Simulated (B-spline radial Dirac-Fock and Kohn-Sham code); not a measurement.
# What relativity does to the binding energies of Os³²⁺

System: Os³²⁺ in the configuration [Kr] 4d8.

Both columns are ΔSCF binding energies of the configuration average from a radial atomic solver: non-relativistic Hartree-Fock with a point nucleus, and Dirac-Fock with a finite nucleus and the Coulomb interaction alone, averaged over the two j levels with weights 2j+1.

| shell | Hartree-Fock (eV) | Dirac-Fock (eV) | shift (eV) | shift (%) |
| --- | --- | --- | --- | --- |
| 1s | 69128.1 | 75506.4 | +6378.24 | +9.23 |
| 2s | 12589.7 | 14287.9 | +1698.25 | +13.49 |
| 2p | 12109.6 | 12677.2 | +567.68 | +4.69 |
| 3s | 3891.9 | 4320.6 | +428.64 | +11.01 |
| 3p | 3670.2 | 3832.0 | +161.78 | +4.41 |
| 4s | 1652.8 | 1784.6 | +131.73 | +7.97 |
| 4p | 1552.5 | 1604.0 | +51.57 | +3.32 |
| 4d | 1375.9 | 1375.2 | -0.74 | -0.05 |

Relativity binds 1s, 2s, 2p, 3s, 3p, 4s, 4p more strongly, among those listed most of all 2s in relative terms, and 4d more weakly, because the contracted s and p shells screen the nucleus better.

Values without a named source are computed, but for edge energies of neutral atoms, which are taken from tables.
